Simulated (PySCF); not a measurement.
C4H7O2, SMILES C(OCC)(=O)[CH2], multiplicity 2.

Geometry optimised at B3LYP-D3(BJ)/def2-SVP. The isomer is the one that the SMILES or the coordinates give; other isomers of the formula were not compared. The values are those of a single conformer.

The numbers are results of TDA-PBE/def2-SVPD in PySCF, not measurements.

Vertical excitations. The molecule is in vacuum.

Computed excitation energies, oscillator strengths and character:
```
state    energy (eV)  λ (nm)      f                                                main pairs
-------  -----------  ------  -----  --------------------------------------------------------
root 1          2.02     615  0.000                                         β HOMO→LUMO 100 %
root 2          3.11     398  0.016                                        β HOMO−1→LUMO 96 %
root 3          3.82     325  0.001                                       β HOMO−2→LUMO 100 %
root 4          4.67     266  0.003                                        β HOMO−3→LUMO 99 %
root 5          5.10     243  0.007                                        β HOMO−4→LUMO 94 %
root 6          5.49     226  0.003                       α HOMO→LUMO 9 %, β HOMO−5→LUMO 89 %
root 7          5.88     211  0.000                                        β HOMO−6→LUMO 94 %
root 8          6.17     201  0.002  α HOMO−1→LUMO 73 %, β HOMO→LUMO+1 8 %, β HOMO→LUMO+2 8 %
root 9          6.20     200  0.021                      α HOMO→LUMO+1 71 %, α HOMO→LUMO 19 %
root 10         6.33     196  0.001                                        β HOMO−7→LUMO 95 %
```
Unrestricted roots are not spin-pure.
